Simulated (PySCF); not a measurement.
# Working out the ionisation energy of I

I [Kr] 4d10 5s2 5p5 (2P) → I⁺ [Kr] 4d10 5s2 5p4 (3P). All numbers are calculated (PySCF 2.14, the spin-free X2C one-electron Hamiltonian (Gaussian nucleus), in x2c-SVPall (6s5p3d, 36 functions)). Frozen: [Kr] 4d10. Energies in hartree (1 hartree = 27.21139 eV):

```json
{"part": "UHF", "I (lower)": "-7111.894376", "I⁺ (upper)": "-7111.542660"}
{"part": "CCSD correlation", "I (lower)": "-0.087536", "I⁺ (upper)": "-0.070135"}
{"part": "(T)", "I (lower)": "-0.000751", "I⁺ (upper)": "-0.000675"}
```

Problem. What does Hartree-Fock give?

Solution. (-7111.542660) − (-7111.894376) = 0.351716 hartree = 9.571 eV.

Problem. What do CCSD and CCSD(T) give?

Solution. The CCSD correlation energies differ by 0.017401 hartree = 0.474 eV and the triples by 0.000076 hartree = 0.002 eV, so CCSD gives 10.045 eV and CCSD(T) 10.047 eV.

Measured between the centres of the two terms (NIST): 10.519 eV, so CCSD(T) (valence) is off by -0.472 eV.

A double-zeta basis recovers only part of the correlation energy.

What remains against the reference includes basis incompleteness, the frozen core and higher excitations.
